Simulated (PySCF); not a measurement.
**SeCl₂: BP86 against PBE0**

Base calculation in PySCF with density fitting and no spin–orbit coupling, BP86/def2-TZVP (no relativity): singlet, C2v, Se–Cl 2.182 Å (×2); Cl–Se–Cl 102.9°; wavenumbers 149, 380, 404 cm⁻¹; dipole moment 0.99 D, gap between the highest occupied and lowest empty levels 2.05 eV, polar-tensor charge of Se 0.65 e, atomisation energy (no zero-point energy) 566 kJ/mol.

**Question.** What changes on going to PBE0/def2-TZVP (no relativity)?

**Answer.** The point group stays the same. Changes: mean bond to Se -0.035 Å, smallest bond angle -1.4 degrees, highest wavenumber +34 cm⁻¹, lowest wavenumber +14 cm⁻¹, dipole moment +0.01 D, gap between the highest occupied and lowest empty levels +2.37 eV, polar-tensor charge of Se +0.02 e, atomisation energy (no zero-point energy) -35 kJ/mol. The new structure has Se–Cl 2.147 Å (×2); Cl–Se–Cl 101.5°, with wavenumbers 163, 416, 438 cm⁻¹.

Each species is the lowest minimum found with this bonding; other isomers or fragments can lie lower.
